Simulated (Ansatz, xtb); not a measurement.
## Relative energy of two isomers of C5H4BrFS

Structure X is `FCc1sccc1Br`, a singlet and structure Y is `FCc1ccsc1Br`, a singlet. Both are isolated molecules in the gas phase, relaxed with r2SCAN-D4/def2-SVP; the shapes shown needn't be the lowest conformers.

X (Å):

```yaml
atoms:
  - { symbol: C, position_ang: [-1.7629, -2.3205, -0.1367] }
  - { symbol: C, position_ang: [-0.4107, -1.8659, 0.2834] }
  - { symbol: C, position_ang: [1.7873, -0.6891, 0.4490] }
  - { symbol: C, position_ang: [1.5116, -1.4232, 1.5777] }
  - { symbol: C, position_ang: [0.2545, -2.0817, 1.4757] }
  - { symbol: Br, position_ang: [-0.4243, -3.1619, 2.8638] }
  - { symbol: F, position_ang: [-2.7207, -1.3459, 0.1025] }
  - { symbol: S, position_ang: [0.5311, -0.8069, -0.7182] }
  - { symbol: H, position_ang: [-2.0321, -3.2244, 0.4345] }
  - { symbol: H, position_ang: [-1.7834, -2.5576, -1.2141] }
  - { symbol: H, position_ang: [2.6715, -0.0855, 0.2427] }
  - { symbol: H, position_ang: [2.1693, -1.4954, 2.4447] }
```

Y (Å):

| atom | x (Å) | y (Å) | z (Å) |
| --- | --- | --- | --- |
| C | 0.6755 | 1.5172 | 1.0499 |
| C | 0.6068 | 0.4364 | 0.0133 |
| C | -0.5950 | -0.2341 | -0.3630 |
| C | -0.3996 | -1.1870 | -1.3339 |
| C | 1.6882 | -0.0404 | -0.6966 |
| Br | 3.4588 | 0.5463 | -0.5303 |
| F | -0.5809 | 1.7661 | 1.5600 |
| S | 1.2540 | -1.2903 | -1.8123 |
| H | 1.3429 | 1.2214 | 1.8804 |
| H | 1.0735 | 2.4523 | 0.6144 |
| H | -1.5630 | -0.0020 | 0.0832 |
| H | -1.1390 | -1.8390 | -1.7996 |

Problem. Estimate which is lower in electronic energy at CCSD(T)/def2-SVP + ΔMP2/def2-TZVPP, and by roughly how much.

Solution. The CCSD(T)/def2-SVP + ΔMP2/def2-TZVPP calculation puts structure X lower, by 2.4 kcal/mol.

Level by level:

```
                             level            geometry  E(Y) − E(X) (kcal/mol)  departure from the last row (kcal/mol)  job, with rough time for the two
                          GFN2-xTB            GFN2-xTB                      +1.5                                    −0.9              optimisation, 0.35 s
                         HF/STO-3G            GFN2-xTB                      +0.7                                    −1.7               single point, 0.5 s
      r2SCAN-D4/def2-SVP//GFN2-xTB            GFN2-xTB                      +1.7                                    −0.7               single point, 4.2 s
                r2SCAN-D4/def2-SVP  r2SCAN-D4/def2-SVP                      +1.7                                    −0.7                optimisation, 98 s
                       HF/def2-SVP  r2SCAN-D4/def2-SVP                      +1.1                                    −1.3           part of the CCSD(T) run
                      MP2/def2-SVP  r2SCAN-D4/def2-SVP                      +1.9                                    −0.5           part of the CCSD(T) run
                  CCSD(T)/def2-SVP  r2SCAN-D4/def2-SVP                      +1.5                                    −0.9                      single point
CCSD(T)/def2-SVP + ΔMP2/def2-TZVPP  r2SCAN-D4/def2-SVP                      +2.4                                                       single point, 2 min
```

As drawn, both hold the same kinds of bond in the same numbers.

None of the levels shown reverses the order. The largest departure from CCSD(T)/def2-SVP + ΔMP2/def2-TZVPP is that of HF/STO-3G, 1.7 kcal/mol. A small imaginary or near-zero mode remains, so no thermal terms are given. The last row adds to CCSD(T) the change of the MP2 difference between the two basis sets, here +0.9 kcal/mol.

The correlated steps freeze 20 core orbitals; the filled d shell of Br is correlated, in a basis made for valence electrons. Run with Ansatz 0.2.0, xtb 6.7.1; the last row on 4 threads of Arm Neoverse V2 on a shared host.
